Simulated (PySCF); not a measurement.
Correlation energy of Cr⁺ (chromium, charge +1)

[Ar] 3d5, high-spin 6S determinant. Computed with PySCF 2.14 in x2c-TZVPPall (6s5p4d2f1g, 64 functions), with the spin-free X2C one-electron Hamiltonian (Gaussian nucleus). Frozen: [Ne]; 13 electrons correlated.

```csv
level,correlation energy (mhartree)
CCSD,-386.93
(T),-8.22
CCSD(T),-395.15
```

Diagnostics: T1 = 0.0095, D1 = 0.0210, largest double amplitude 0.019.

Cost of the coupled-cluster step: of the order of 5 core-seconds, for 13 correlated electrons.

This basis was not built for core-valence correlation, so the inner-shell part is incomplete.
